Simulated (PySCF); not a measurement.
A structure optimised at B3LYP-D3(BJ)/def2-SVP, used in a PySCF frequency run:

```xyz
10

C     -3.0099    -0.0495    -0.2323
C     -1.7157    -0.2176    -0.9792
C     -0.5224    -0.2802    -0.4361
C      0.6620    -0.3189     0.1131
F      1.2648    -1.4407     0.5152
Cl     1.6464     1.0868     0.4002
H     -3.5327     0.8601    -0.5737
H     -2.8480     0.0209     0.8520
H     -3.6831    -0.8993    -0.4364
H     -1.7921    -0.2942    -2.0746
```
Charge 0, spin multiplicity 1.

### Question
Write its SMILES and formula.

### Answer
CC=C=C(F)Cl, C4H4ClF

### Question
What are its rotational constants (standard atomic weights)?

### Answer
5.3679, 1.4427, 1.2094 GHz
